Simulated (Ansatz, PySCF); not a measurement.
Molecule: PbF2, net charge 1, doublet state. 
Coordinates optimised at B3LYP-D3(BJ)/def2-TZVP (Ansatz, a program for electronic structure):
```
Pb
F 1 2.0371
F 1 2.0371 2 131.70
```
Charge +1, spin multiplicity 2.

Total electronic energies in hartree. Cores are frozen in the correlated levels unless marked. Open shells are spin-unrestricted. Spin-orbit coupling is left out. Frozen are the shells of the preceding noble gas and the d and f shells that filled before the atom's block. In def2 rows, elements after Kr have scalar-relativistic effective core potentials.  The program attaches cautions to a run behind CCSD(T)/def2-SVP: other roots.

The UHF reference is spin-contaminated (<S^2> 0.10 over the pure value in the largest basis). The Hartree-Fock reference is unstable (checked in the largest basis), which strains HF and MP2. 

```json
[
 {"level": "HF-D4/def2-TZVPD", "program": "PySCF + dftd4", "energy (Eh)": "-390.48028"},
 {"level": "BLYP-D3(BJ)/def2-TZVPD", "program": "Ansatz + dftd3", "energy (Eh)": "-392.31160"},
 {"level": "BLYP-D4/def2-TZVPD", "program": "Ansatz + dftd4", "energy (Eh)": "-392.31187"},
 {"level": "BP86-D3(BJ)/def2-TZVPD", "program": "PySCF + dftd3", "energy (Eh)": "-392.48091"},
 {"level": "BP86-D4/def2-TZVPD", "program": "PySCF + dftd4", "energy (Eh)": "-392.48061"},
 {"level": "BP86/def2-TZVPD", "program": "PySCF", "energy (Eh)": "-392.47884"},
 {"level": "TPSS-D3(BJ)/def2-TZVPD", "program": "PySCF + dftd3", "energy (Eh)": "-392.29415"},
 {"level": "B97M-V/def2-TZVPD", "program": "Ansatz", "energy (Eh)": "-392.25670"},
 {"level": "B3LYP-D3(BJ)/def2-TZVPD", "program": "Ansatz + dftd3", "energy (Eh)": "-392.39067"},
 {"level": "PBE0-D4/def2-TZVPD", "program": "Ansatz + dftd4", "energy (Eh)": "-392.12811"},
 {"level": "PBE0/def2-TZVP", "program": "Ansatz", "energy (Eh)": "-392.12499"},
 {"level": "TPSSh-D4/def2-TZVPD", "program": "PySCF + dftd4", "energy (Eh)": "-392.26208"},
 {"level": "LC-wPBE-D3(BJ)/def2-TZVPD", "program": "Ansatz + dftd3", "energy (Eh)": "-392.23075"},
 {"level": "LC-wPBE-D4/def2-TZVPD", "program": "Ansatz + dftd4", "energy (Eh)": "-392.23108"},
 {"level": "LC-wPBE/def2-TZVPD", "program": "Ansatz", "energy (Eh)": "-392.22959"},
 {"level": "B2GP-PLYP-D3(BJ)/def2-TZVPD", "program": "Ansatz + dftd3", "energy (Eh)": "-391.76879"},
 {"level": "RPA@PBE/def2-QZVPP", "program": "Ansatz", "energy (Eh)": "-391.39644"},
 {"level": "RI-MP2/def2-QZVPP", "program": "Ansatz", "energy (Eh)": "-391.09155"},
 {"level": "CCSD(T)/def2-SVP", "program": "Ansatz", "energy (Eh)": "-390.65141"},
 {"level": "CCSD(T)/def2-SVPD", "program": "Ansatz", "energy (Eh)": "-390.69545"},
 {"level": "CCSD(T)/def2-TZVPP", "program": "Ansatz", "energy (Eh)": "-391.06132"},
 {"level": "CCSD(T)/def2-TZVPPD", "program": "Ansatz", "energy (Eh)": "-391.06906"}
]
```

Totals of different functionals don't rank their quality; only differences between species are comparable.
